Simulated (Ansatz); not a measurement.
F₃HNSi, SMILES `[NH][Si](F)(F)F` radical. The species carries charge 0 and has multiplicity 2.

```csv
atom,x (Å),y (Å),z (Å)
N1,0.034,-0.317,-1.327
Si2,-0.155,-0.028,0.361
F3,-1.385,-0.842,0.893
F4,-0.422,1.494,0.659
F5,1.114,-0.491,1.168
H6,0.814,0.186,-1.754
```

Problem. List the harmonic frequencies (cm⁻¹, unscaled) at PBE0-D4/def2-TZVP in Ansatz. (Estimate.)

Solution. Computed: 77, 245, 249, 344, 344, 384, 740, 803, 956, 994, 1016, 3509.

Problem. Is this a minimum?

Solution. Yes, all 12 modes are real.

Problem. Give the ideal-gas thermochemistry at 298.15 K and 1 bar (rigid rotor, harmonic oscillator; point group Cs, symmetry number 1).

Solution. Zero-point energy 57.8 kJ/mol; H(298) − E = 75.9 kJ/mol; entropy 329.5 J/(mol·K), of which translation 166.3, rotation 108.7, vibration 48.7, electronic 5.8; G(298) − E = -22.4 kJ/mol. Modes under 100 cm⁻¹ are hindered rotations or soft bends, so the harmonic entropy is rough.

Problem. And at 400, 500, 600, 800 and 1000 K?

Solution. 
| T (K) | H − E (kJ/mol) | S (J/mol/K) | G − E (kJ/mol) |
| --- | --- | --- | --- |
| 400 | 85.3 | 356.6 | -57.4 |
| 500 | 95.4 | 379.2 | -94.2 |
| 600 | 106.2 | 398.8 | -133.1 |
| 800 | 128.8 | 431.3 | -216.2 |
| 1000 | 152.5 | 457.7 | -305.2 |

Problem. Rotational constants (cm⁻¹)?

Solution. 0.1365, 0.1346, 0.1334.
